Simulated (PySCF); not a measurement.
**`C#CBC#CC`: 4 charge schemes on one density**

C5H5B.
Geometry (PBE0-D3(BJ)/def2-SVP, Å), atoms numbered from 1 in this order:
```
atom  x, y, z in Å
C1     3.406   -0.603    0.212
C2     2.436    0.122    0.064
B3     1.246    1.047   -0.122
C4    -0.167    0.522   -0.162
C5    -1.320    0.114   -0.195
C6    -2.682   -0.375   -0.242
H7     4.262   -1.241    0.342
H8     1.446    2.234   -0.240
H9    -2.879   -0.848   -1.217
H10   -3.413    0.437   -0.105
H11   -2.855   -1.138    0.534
```

Density: PBE0/pcSseg-1 (PySCF); schemes: Mulliken, IAO, Hirshfeld and ESP-fitted. Isolated species at its PBE0-D3(BJ)/def2-SVP geometry, gas phase.

Question: Atoms with like bonding are taken together and averaged. At which atom do the 4 schemes differ most?

Answer: At B3: from +0.091 (IAO) to +0.610 e (ESP-fitted), 0.519 e apart.

Question: Which atoms carry the lowest charge in the Mulliken, IAO, Hirshfeld and ESP-fitted schemes?

Answer: The schemes don't all agree: Mulliken C4 (-0.230); IAO C6 (-0.430); Hirshfeld C4 (-0.135); ESP-fitted C4 (-0.537).

Question: Give the atomic charges in each scheme.

Answer: In e; atoms taken as equivalent share a row and are averaged (×n: the atom named and its like, n in all):

```json
{"atom": "C1", "environment": "terminal alkyne carbon", "Mulliken": "-0.227", "IAO": "-0.172", "Hirshfeld": "-0.072", "ESP-fitted": "-0.293"}
{"atom": "C2", "environment": "alkyne carbon", "Mulliken": "-0.058", "IAO": "-0.119", "Hirshfeld": "-0.110", "ESP-fitted": "-0.227"}
{"atom": "B3", "environment": "three-coordinate boron", "Mulliken": "+0.317", "IAO": "+0.091", "Hirshfeld": "+0.152", "ESP-fitted": "+0.610"}
{"atom": "C4", "environment": "alkyne carbon", "Mulliken": "-0.230", "IAO": "-0.166", "Hirshfeld": "-0.135", "ESP-fitted": "-0.537"}
{"atom": "C5", "environment": "alkyne carbon", "Mulliken": "-0.179", "IAO": "+0.029", "Hirshfeld": "-0.002", "ESP-fitted": "+0.279"}
{"atom": "C6", "environment": "propargylic carbon", "Mulliken": "-0.190", "IAO": "-0.430", "Hirshfeld": "-0.088", "ESP-fitted": "-0.529"}
{"atom": "H7", "environment": "alkyne hydrogen", "Mulliken": "+0.089", "IAO": "+0.206", "Hirshfeld": "+0.101", "ESP-fitted": "+0.294"}
{"atom": "H8", "environment": "B–H hydrogen", "Mulliken": "-0.007", "IAO": "+0.031", "Hirshfeld": "-0.046", "ESP-fitted": "-0.151"}
{"atom": "H9/H10/H11", "environment": "methyl hydrogen", "Mulliken": "+0.161", "IAO": "+0.177", "Hirshfeld": "+0.066", "ESP-fitted": "+0.185"}
```

Mean size of the charges over all atoms: ESP-fitted 0.316 e, Mulliken 0.162 e, IAO 0.161 e, Hirshfeld 0.082 e. Each set sums to the total charge, 0, to within 0.001 e. The ESP scheme fits charges at the nuclei, held to the total charge, to the electrostatic potential on points at 1.4 to 2.0 times the van der Waals radii. The Mulliken scheme counts on each atom the diagonal of the density matrix times the overlap matrix over that atom's basis functions.

Question: Sum the charges by element, for elements with more than one atom.

Answer: 
```tsv
element	atoms	Mulliken	IAO	Hirshfeld	ESP-fitted
C	5	-0.883	-0.859	-0.407	-1.308
H	5	+0.566	+0.767	+0.254	+0.698
```

Question: How many electrons does the IAO scheme count on C6?

Answer: Z − q = 6 − (-0.430) = 6.430.

Question: How closely do the schemes follow one another over all atoms?

Answer: Correlation coefficient and root-mean-square difference: Hirshfeld with ESP-fitted 0.93, 0.269 e; Mulliken with Hirshfeld 0.88, 0.110 e; IAO with ESP-fitted 0.82, 0.223 e; Mulliken with ESP-fitted 0.80, 0.234 e; IAO with Hirshfeld 0.80, 0.130 e; Mulliken with IAO 0.77, 0.128 e.
